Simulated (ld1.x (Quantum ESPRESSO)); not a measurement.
**Before and after: TM potential for oxygen**

oxygen (O), norm-conserving Troullier–Martins (Kleinman–Bylander form), made with ld1.x (Quantum ESPRESSO) 7.5 (PBE, scalar-relativistic). Core [He], reference 2s2 2p3 (charge +1). Waves: 2p (bound): rc 1.20 bohr; 2s (bound): rc 0.85 bohr. Local part: the s channel. Core correction: a·sin(br)/r model core, default radius (core density twice the valence density).

Change: wave 2s (bound): rc 0.85 bohr becomes 2s (bound): rc 1.24 bohr.

Cutoffs: the cutoffs (Ry, on a coarse ladder) from which the occupation-weighted sum of valence levels, in a spherical-Bessel basis at the reference potential, stays within 10 and 1 mRy of its value at 400 Ry; they do not see the model core or the augmentation charge, which bear on the density cutoff. Errors are all-electron minus pseudo energies relative to the spin-unpolarised reference configuration.

How do hardness, ghosts and transferability respond?

The potential gets softer (100 Ry and 180 Ry → 90 Ry and 140 Ry); of the 7 tests that both files solve, the error grows in 7 and shrinks in 0 by more than 15 % and 0.3 meV (median size 36.8 → 77.4 meV); neither file shows a bound ghost. A larger radius leaves more room for a smooth pseudo-wave, so fewer plane waves are needed. More of the atom is replaced by a form fitted at one configuration, so other configurations suffer.

```tsv
quantity	base	changed
cutoff, loose	100 Ry	90 Ry
cutoff, tight	180 Ry	140 Ry
loose cutoff by channel (10 mRy a level)	p 80 Ry, s 70 Ry	p 80 Ry, s 35 Ry
bound ghosts	none	none
error for 2s2 2p4, meV [ΔE -16.43 eV]	+5.9	+20
error for 2s2 2p2, meV [ΔE 33.59 eV]	+27	+56
error for 2s2 2p1, meV [ΔE 87.46 eV]	+211	+359
error for 2s0 2p6, meV [ΔE 13.51 eV]	+92	+169
error for 2s2 2p3.5, meV [ΔE -10.15 eV]	+2.6	+7.1
error for 2s1 2p5, meV [ΔE -1.48 eV]	+37	+77
error for 2s2 2p0, meV [ΔE 164.36 eV]	+819	+1226
```
